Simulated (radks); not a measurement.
Excited configurations of Li III: one electron is placed in a higher orbital outside the bare nucleus. The ground configuration is 1s1. Method: non-relativistic Kohn-Sham, PBEsol, spin-polarised, spherical densities, point nucleus; open shells are filled with parallel spins first; computed with a radial shooting solver on a logarithmic mesh with Libxc functionals. Excitation = E - E(ground); binding = E(ion) - E, where the ion is the core of charge +3; n* = 3/sqrt(2 binding) in atomic units, and the quantum defect is n - n*.

| outer orbital | excitation (eV) | binding (eV) | n* | quantum defect | eigenvalue (eV) | <r> (bohr) |
|---|---|---|---|---|---|---|
| 2s | 90.050 | 31.040 | 1.986 | 0.014 | -26.723 | 1.969 |
| 3s | 107.06 | 14.033 | 2.954 | 0.046 | -12.178 | 4.393 |
| 3d | 107.43 | 13.657 | 2.994 | 0.006 | -11.199 | 3.489 |
| 4d | 113.17 | 7.922 | 3.932 | 0.068 | -6.740 | 6.854 |
| 5s | 115.91 | 5.179 | 4.863 | 0.137 | -4.546 | 12.10 |
| 6f | 117.48 | 3.610 | 5.824 | 0.176 | -3.116 | 15.50 |
| 7s | 118.40 | 2.689 | 6.748 | 0.252 | -2.381 | 23.58 |
| 7p | 118.40 | 2.690 | 6.747 | 0.253 | -2.376 | 23.25 |
| 7d | 118.40 | 2.689 | 6.748 | 0.252 | -2.364 | 22.61 |

The Delta-SCF ionisation energy is 121.09 eV (NIST Atomic Spectra Database: 122.45 eV, theoretical). Self-interaction in the functional shifts the binding energies and quantum defects, so they are the method's values and not measured ones.
